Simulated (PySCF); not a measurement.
Cd(I)(OH) (CdHIO), SMILES [OH][Cd][I].

Geometry optimised at PBE0-D3(BJ)/def2-TZVP. The def2 effective core potentials stand for the cores of Cd, I; spin–orbit coupling is left out. The values are those of a single conformer.

All values below come from TDDFT-LC-ωPBE/def2-SVPD (PySCF).

Vertical excitations. Isolated molecule, no solvent. State labels are in the subgroup Cs.

```
state  symmetry  energy (eV)  λ (nm)      f                            main pairs
-----  --------  -----------  ------  -----  ------------------------------------
S1           A"         5.16     240  0.006                        HOMO→LUMO 88 %
S2           A'         5.27     235  0.023                      HOMO−1→LUMO 91 %
S3           A"         5.81     213  0.050                      HOMO−2→LUMO 87 %
S4           A'         6.55     189  0.145    HOMO−3→LUMO 62 %, HOMO→LUMO+2 16 %
S5           A"         6.69     185  0.000                      HOMO→LUMO+1 91 %
S6           A'         6.78     183  0.002  HOMO−1→LUMO+1 63 %, HOMO→LUMO+2 26 %
S7           A"         6.90     180  0.000                    HOMO−1→LUMO+2 94 %
S8           A'         7.01     177  0.044    HOMO−4→LUMO 54 %, HOMO→LUMO+2 28 %
S9           A"         7.44     167  0.000                    HOMO−2→LUMO+1 91 %
S10          A'         7.74     160  0.000                    HOMO−3→LUMO+1 79 %
T1           A"         4.78     259      0                        HOMO→LUMO 85 %
T2           A'         4.87     255      0                      HOMO−1→LUMO 88 %
T3           A"         5.28     235      0                      HOMO−2→LUMO 83 %
T4           A'         5.49     226      0                      HOMO−3→LUMO 84 %
```
Triplets are in the Tamm–Dancoff approximation, which puts them higher than full response would, so one can lie above its singlet here.
